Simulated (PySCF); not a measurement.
C3H4BrNO.
Numbering: `[NH2:1][C:2](=[O:3])/[CH:4]=[CH:5]\[Br:6]` (hydrogens: H7, H8 on N1; H9 on C4; H10 on C5)

Computed with PBE0-D3(BJ)/def2-SVP geometry optimisation, gas phase (PySCF 2.14.0).

Problem. List the bond lengths, angles and torsions at this level.

Solution. 
```csv
bond,length (Å)
N1–C2,1.353
C2=O3,1.217
C2–C4,1.497
C4=C5,1.335
C5–Br6,1.882
N1–H7,1.011
N1–H8,1.011
C4–H9,1.094
C5–H10,1.092
```

A selection of angles:
```csv
angle,degrees
C2–N1–H7,117.1
C2–N1–H8,123.0
H7–N1–H8,120.0
N1–C2–O3,122.9
N1–C2–C4,118.5
O3–C2–C4,118.6
C2–C4–C5,134.0
C2–C4–H9,110.6
C5–C4–H9,115.4
C4–C5–Br6,128.1
C4–C5–H10,121.0
Br6–C5–H10,110.9
```

Dihedral angles: N1–C2–C4–C5 2° (synperiplanar); C2–C4–C5–Br6 0° (synperiplanar).

The C–C distances run from 1.335 Å (C4=C5, drawn double) to 1.497 Å (C2–C4, drawn single), a spread of 0.162 Å. Of the pairs four or more bonds apart, Br6···H8 is among the closest relative to their van der Waals radii: 2.44 Å, 80 % of the sum of Bondi's values. N1 (amide nitrogen) is planar (angles 123.0°, 120.0° and 117.1°, sum 360.0°, 0.01 Å off the plane of its three neighbours). The 6 heavy atoms lie in one plane (0.014 Å rms).

Stationary, but not proved a minimum. One conformer, not necessarily the lowest (H–N1–C2–O3 0° and 179°, N1–C2–C4–C5 2°).

The run took 58 s on one thread, AMD EPYC 9R45 (x86_64), on a shared host, and the process peaked at 0.51 GiB of memory. These figures are those of the optimisation.
